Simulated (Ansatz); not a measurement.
CH5ClNSTa (`[CH3][Ta]([NH2])(=[S])[Cl]`) at its PBE0-D4/def2-TZVP geometry, where that method's forces vanish. The species carries charge 0 and has multiplicity 1. Ta: def2 effective core potential.

```xyz
10

C    -0.7039   -0.0007   -1.3920
Ta   -0.1636    0.4818    0.6243
N     1.2903   -0.7371    1.0768
S     0.6684    2.4663    0.5403
Cl   -2.0505    0.2547    1.9274
H    -1.0659   -1.0346   -1.4476
H     0.1302    0.1145   -2.0883
H    -1.5102    0.6664   -1.7182
H     1.1479   -1.7240    1.2535
H     2.2573   -0.4873    1.2237
```

Problem. What forces (eV/Å) does PBE-D4/def2-TZVPP give on these atoms in the Gaussian-basis code of Ansatz? (Best estimate.)

Solution. Ansatz gave: 
```
C1   0.035  0.009  0.045
Ta2 -0.299 -0.238  0.027
N3  -0.024  0.080 -0.059
S4   0.205  0.466 -0.022
Cl5 -0.161 -0.004  0.115
H6  -0.064 -0.192 -0.014
H7   0.152  0.020 -0.153
H8  -0.148  0.130 -0.067
H9  -0.037 -0.333  0.068
H10  0.341  0.061  0.058
```
